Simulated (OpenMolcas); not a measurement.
Pd4+ (d6) among equal point charges was computed by CASSCF with the d shell active (OpenMolcas, ANO-RCC-VDZP on the metal). Its lowest spin-free states, and all those of the highest spin:

```csv
2S+1,Degeneracy,E (cm-1)
5,1,0.0
5,2,1838
5,1,10572
5,1,16216
3,1,18317
3,2,18860
3,1,19614
3,2,21773
3,1,22604
3,1,22855
3,2,24252
3,1,25370
```

Task: Is the site octahedral, tetrahedral or cube-like, axial, or of lower symmetry?

Result: The states with 2S+1 = 5 have orbital degeneracies 1, 2, 1, 1. There are pairs but no triples, so the site is axial: not cubic, but with a proper or improper axis of order three or more. The run had Pd4+ among 4 point charges of -1.3 e arranged as a square (D4h), 1.85 Å from the ion.

Without dynamic correlation the repulsion within the d shell is too large (B by tens of per cent), so at a given field states of lower spin stand too high. Point charges give a weaker field than real ligands, and real ions of this kind are as a rule low spin; the high spin found here belongs to the model. This is an electrostatic model: the charges have no orbitals. No measured value stands beside these numbers.
